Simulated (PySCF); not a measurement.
# Steps of a relaxation of Pb2Cl8

Pb2Cl8 (singlet). PySCF 2.14.0, RKS PBE0, Pb def2-SVP with ECP60, Cl def2-SVP; non-relativistic Hamiltonian with scalar-relativistic core potentials where named; density fitting; no spin-orbit coupling. Origin of the start: template. Columns: position (Å) and force (eV/Å). Energies are counted from the last step; some of the 19 steps are shown. Forces carry noise of the integration grid, about 0.01 to 0.03 eV/Å.

Run from Python with OMP_NUM_THREADS=4. Where DIIS fails, smearing, a level shift and second-order steps follow.
It took 6 min on 4 threads of Arm Neoverse V2, with other jobs on the host, from the converged density of the start.

```xyz
10
step 0  E = 1.714 eV
Pb    0.0000    0.0000    1.9304     0.00    0.03    1.30
Pb    0.0000    0.0000   -1.9304     0.00    0.03   -1.30
Cl    1.6508    0.0000    0.0000     0.94    0.20    0.00
Cl   -1.6508    0.0000    0.0000    -0.94    0.20    0.00
Cl    0.0000    1.9396    3.2787     0.00    1.56   -0.04
Cl   -1.6798   -0.9698    3.2787    -1.36   -0.90    0.34
Cl    1.6798   -0.9698    3.2787     1.36   -0.90    0.34
Cl    0.0000    1.9396   -3.2787     0.00    1.56    0.04
Cl   -1.6798   -0.9698   -3.2787    -1.36   -0.90   -0.34
Cl    1.6798   -0.9698   -3.2787     1.36   -0.90   -0.34
```

```xyz
10
step 6  E = 0.026 eV
Pb    0.0000   -0.0244    2.1264     0.00    0.12   -0.11
Pb    0.0000   -0.0244   -2.1264     0.00    0.12    0.11
Cl    1.6308    0.0694    0.0000     0.01   -0.01    0.00
Cl   -1.6308    0.0694    0.0000    -0.01   -0.01    0.00
Cl    0.0000    2.2778    2.8395     0.00   -0.05   -0.04
Cl   -1.8596   -1.1614    3.1809    -0.03   -0.03    0.04
Cl    1.8596   -1.1614    3.1809     0.03   -0.03    0.04
Cl    0.0000    2.2778   -2.8395     0.00   -0.05    0.04
Cl   -1.8596   -1.1614   -3.1809    -0.03   -0.03   -0.04
Cl    1.8596   -1.1614   -3.1809     0.03   -0.03   -0.04
```

```xyz
10
step 12  E = 0.005 eV
Pb    0.0000   -0.0134    2.1044     0.00    0.11   -0.07
Pb    0.0000   -0.0134   -2.1044     0.00    0.11    0.07
Cl    1.6523   -0.1238    0.0000    -0.10    0.03    0.00
Cl   -1.6523   -0.1238    0.0000     0.10    0.03    0.00
Cl    0.0000    2.3745    2.5266     0.00   -0.19   -0.06
Cl   -1.8518   -1.1187    3.2198     0.02    0.02    0.01
Cl    1.8518   -1.1187    3.2198    -0.02    0.02    0.01
Cl    0.0000    2.3745   -2.5266     0.00   -0.19    0.06
Cl   -1.8518   -1.1187   -3.2198     0.02    0.02   -0.01
Cl    1.8518   -1.1187   -3.2198    -0.02    0.02   -0.01
```

Where does the relaxation end?

It converges at step 18 in C2v:
```xyz
10
step 18  E = 0
Pb    0.0000   -0.0196    2.0877
Pb    0.0000   -0.0196   -2.0877
Cl    1.6478   -0.1515    0.0000
Cl   -1.6478   -0.1515    0.0000
Cl    0.0000    2.3670    2.4247
Cl   -1.8500   -1.0980    3.2289
Cl    1.8500   -1.0980    3.2289
Cl    0.0000    2.3670   -2.4247
Cl   -1.8500   -1.0980   -3.2289
Cl    1.8500   -1.0980   -3.2289
```

How did the contacts change?


```json
{"contact": "Pb1–Cl3 (Cl)", "start (Å)": "2.540", "end (Å)": "2.663"}
{"contact": "Pb1–Cl4 (Cl)", "start (Å)": "2.540", "end (Å)": "2.663"}
{"contact": "Pb1–Cl5 (Cl)", "start (Å)": "2.362", "end (Å)": "2.410"}
{"contact": "Pb1–Cl6 (Cl)", "start (Å)": "2.362", "end (Å)": "2.426"}
{"contact": "Pb1–Cl7 (Cl)", "start (Å)": "2.362", "end (Å)": "2.426"}
{"contact": "Pb2–Cl8 (Cl)", "start (Å)": "2.362", "end (Å)": "2.410"}
{"contact": "Pb2–Cl9 (Cl)", "start (Å)": "2.362", "end (Å)": "2.426"}
{"contact": "Pb2–Cl10 (Cl)", "start (Å)": "2.362", "end (Å)": "2.426"}
```


A frequency check found unstable modes (1, the lowest at -20 cm⁻¹), so the relaxed geometry is a saddle point, or these are noise.
